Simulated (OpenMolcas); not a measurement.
W4+ among 4 point charges of -1.3 e arranged as a square (D4h), 1.8 Å from the ion.
```
   1.8000    0.0000    0.0000  -1.30
   0.0000    1.8000    0.0000  -1.30
  -1.8000    0.0000    0.0000  -1.30
   0.0000   -1.8000    0.0000  -1.30
```

```json
{"Program": "OpenMolcas 26.06", "Method": "CASSCF", "Basis": "ANO-RCC-VDZP [7s6p4d2f1g]", "Scalar Hamiltonian": "DKH2, point nucleus", "Active space": "2 electrons in 5 orbitals (5d)", "State averaging": "2S+1 = 3 even, 10 roots; 2S+1 = 1 even, 15 roots", "Spin-orbit coupling": "state interaction with AMFI integrals over the reference wave functions"}
```

(1) What is the spin-free ground state (labels of D4, the rotations of D4h)?

(2) Where is the first state of the same spin?

(3) What are the lowest two levels with spin-orbit coupling?

(4) What is χT at 300 K, and how does it compare with the textbook value?

Results:

(1) 3E, 2-fold in its orbital part, 59 % from free-ion F terms; it has the highest spin that d2 allows.

(2) 3A2 at 4000 cm-1 above the ground state.

(3) A 1-fold level A1, then a 2-fold level E 3243 cm-1 above it. Their leading multiplicities are 3 (91 %) and 3 (99 %).

(4) The lowest level has 2S+1 = 3, for which the spin-only value is χT = S(S+1) / 2 = 1.000 cm3 K/mol (g = 2). The computed 0.025 at 300 K differs by -0.975, through orbital momentum, spin-orbit coupling and any other state in reach.

An orbital doublet at a regular site is open to a Jahn-Teller distortion, which this geometry leaves out. Without dynamic correlation the repulsion within the d shell is too large (B by tens of per cent), so at a given field states of lower spin stand too high. This is an electrostatic model: the charges have no orbitals. No measured value stands beside these numbers.
